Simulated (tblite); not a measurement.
Compound: C₁₂H₁₈F₃N₂ (charge +1).
Geometry (GFN2-xTB, Å), atoms numbered from 1 in this order:
```xyz
35
C12H18F3N2 angstrom
C      5.085    1.307   -0.876
N      4.920    0.040   -0.202
C      6.127   -0.676    0.121
C      3.730   -0.439    0.092
C      2.509    0.158   -0.180
C      1.322   -0.462    0.177
C      0.068    0.076   -0.084
C     -1.168   -0.486    0.237
C     -2.352    0.164   -0.124
C     -3.661   -0.234    0.094
N     -4.728    0.434   -0.302
C     -4.640    1.679   -1.028
C     -6.057   -0.045   -0.021
C     -1.123   -1.812    0.970
F     -0.511   -2.755    0.231
F     -2.306   -2.332    1.310
F     -0.430   -1.713    2.118
H      4.597    1.291   -1.852
H      6.143    1.508   -1.020
H      4.655    2.117   -0.284
H      6.689   -0.892   -0.791
H      5.896   -1.614    0.620
H      6.757   -0.073    0.778
H      3.719   -1.398    0.596
H      2.467    1.115   -0.679
H      1.405   -1.417    0.676
H      0.038    1.029   -0.595
H     -2.192    1.096   -0.646
H     -3.877   -1.150    0.621
H     -5.640    2.015   -1.291
H     -4.064    1.550   -1.946
H     -4.163    2.449   -0.419
H     -6.022   -0.990    0.516
H     -6.597    0.684    0.586
H     -6.607   -0.192   -0.953
```

Structure optimised with GFN2-xTB, isolated species.

Take the most abundant isotopes and a rigid rotor. The values belong to one conformer with, in the numbering `[CH3:1][N:2]([CH3:3])/[CH:4]=[CH:5]/[CH:6]=[CH:7]/[C:8](=[CH:9]/[CH:10]=[N+:11]([CH3:12])[CH3:13])[C:14]([F:15])([F:16])[F:17]`, C4–C5–C6–C7 -179°, C6–C7–C8–C9 -178°, C8–C9–C10–N11 -179°.

Problem. What are A, B and C (cm⁻¹)?

Solution. Ia = 547.00, Ib = 3221.61, Ic = 3667.15 u·Å²; 505379 MHz·u·Å²/I gives 923.9, 156.9 and 137.8 MHz, that is A = 0.03082, B = 0.00523, C = 0.00460 cm⁻¹.

Problem. What kind of rotor is it?

Solution. A near-prolate asymmetric top. Ray's parameter κ = (2B − A − C)/(A − C) = -0.952; −1 is the prolate and +1 the oblate limit.

Problem. What does the inertial defect say?

Solution. Not planar: Δ = Ic − Ia − Ib = -101.46 u·Å². For a rigid frame Δ = −2 Σ m c², so Σ m c² = 50.73 u·Å² lies off the ab plane: 6.38 from hydrogen and 44.35 from heavier atoms. The atom farthest from that plane is 1.09 Å away.

Problem. Give the other two planar moments, Paa and Pbb, and the rms extents of the mass along the axes.

Solution. Paa = Σ m a² = (Ib + Ic − Ia)/2 = 3170.88 and Pbb = Σ m b² = (Ia + Ic − Ib)/2 = 496.26 u·Å². With the mass M = 247.14 u, the rms extents √(P/M) along a, b and c are 3.58, 1.42, 0.45 Å.

Problem. List the rotational levels J(Ka,Kc) to J = 4 (MHz).

Solution. Above 0(0,0):
J = 1: 1(0,1) 295, 1(1,1) 1062, 1(1,0) 1081
J = 2: 2(0,2) 884, 2(1,2) 1632, 2(1,1) 1689, 2(2,1) 3990, 2(2,0) 3991
J = 3: 3(0,3) 1766, 3(1,3) 2487, 3(1,2) 2602, 3(2,2) 4874, 3(2,1) 4876, 3(3,1) 8758, 3(3,0) 8758
J = 4: 4(0,4) 2942, 4(1,4) 3627, 4(1,3) 3818, 4(2,3) 6053, 4(2,2) 6058, 4(3,2) 9937, 4(3,1) 9937, 4(4,1) 15372, 4(4,0) 15372
The levels of one J sum to (2J + 1)J(J + 1)(A + B + C)/3.

Its GFN2-xTB frequencies are all real (lowest 21 cm⁻¹). No vibrational averaging or centrifugal distortion is included, and the geometry carries the error of its method.

All values are computed, not measured.
